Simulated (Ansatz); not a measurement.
Gas-phase electronic energies from Ansatz, PBE0-D4/def2-TZVP geometries. CBS: MP2 limit from def2 TZ/QZ plus the TZ coupled-cluster correction, frozen cores. DFT in def2-TZVPP. B3LYP here is the variant with VWN-RPA as its local correlation; programs differ in this. HSE06 is defined as in plane-wave codes. One conformer a species, not always the lowest.

`O=CB[SiH3]` + `CBN` → `CBN[SiH3]` + `BC=O`  (cleavage of the Si–B bond)

Q: Is it downhill or uphill in electronic energy at CCSD(T)/CBS, and by how much? (Estimate.)

A: Computed: Downhill: ΔE = -11.4 kcal/mol.

Q: What do these levels give: r2SCAN-D4, r2SCAN0-D4, CAM-B3LYP-D4, ωB97M-V, B3LYP, r2SCANh, HSE06, CAM-B3LYP, LC-ωPBE, CCSD(T)/def2-SVP, SCS-MP2/def2-TZVPP, MP2/CBS(def2)? (Estimate.)

A: Computed: r2SCAN-D4 -9.0, r2SCAN0-D4 -10.2, CAM-B3LYP-D4 -11.6, ωB97M-V -11.7, B3LYP -9.7, r2SCANh -9.4, HSE06 -7.7, CAM-B3LYP -11.1, LC-ωPBE -9.4, CCSD(T)/def2-SVP -9.2, SCS-MP2/def2-TZVPP -13.6, MP2/CBS(def2) -13.4 kcal/mol.

Largest T1 diagnostic among the species: 0.021, so the coupled-cluster value is less sure than usual.

At CCSD(T), def2-SVP lies +2.2 kcal/mol from the extrapolated value and def2-TZVPP +0.1 kcal/mol. From PBE to PBE0 (25 % exact exchange), in def2-TZVPP and without D4, ΔE moves by −2.0 kcal/mol.
